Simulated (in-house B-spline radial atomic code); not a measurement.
A radial electron density 4πr²n(r) was computed for an atom or ion in its tabulated ground configuration with an all-electron radial atomic-structure program (B-spline basis); method: non-relativistic B3LYP, spin-polarised, spherical fractional occupations, exact exchange averaged over the configuration. Columns: r (bohr), 4πr²n(r) (electrons per bohr), bar.

```
 0.00163    2.217 #
 0.00199    3.192 ##
 0.00241    4.497 ###
 0.00293    6.323 ####
 0.00357    8.828 #####
 0.00434    12.12 #######
 0.00527    16.35 #########
 0.00641    21.68 ############
 0.00779    28.07 ################
 0.00947    35.35 ####################
  0.0115    43.01 #########################
   0.014    50.39 #############################
   0.017    56.23 ################################
  0.0207     59.6 ##################################
  0.0251    59.76 ##################################
  0.0305    57.17 #################################
  0.0371    53.65 ###############################
  0.0451    52.22 ##############################
  0.0549    55.58 ################################
  0.0667    63.75 ####################################
  0.0811       73 ##########################################
  0.0985    77.04 ############################################
    0.12    71.97 #########################################
   0.146    61.09 ###################################
   0.177    53.65 ###############################
   0.215    55.41 ################################
   0.261    61.63 ###################################
   0.318    60.34 ##################################
   0.386    46.51 ###########################
    0.47    28.39 ################
   0.571    18.48 ###########
   0.694    18.32 ##########
   0.844    20.04 ###########
    1.03    17.31 ##########
    1.25    11.33 ######
    1.52    5.674 ###
    1.84    2.262 #
    2.24   0.6747 
    2.72   0.1498 
    3.31   0.0217 
    4.02 0.001863
```

(1) Which atom or ion is it?
A. Cd4+
B. Pd4+
C. Sb5+
D. Cd3+

Results:

(1) A. The area under the curve, ∫4πr²n dr = ∫r·4πr²n d(ln r) on this logarithmic grid, is 44 electrons, which only this option has. The configuration is [Kr] 4d8.
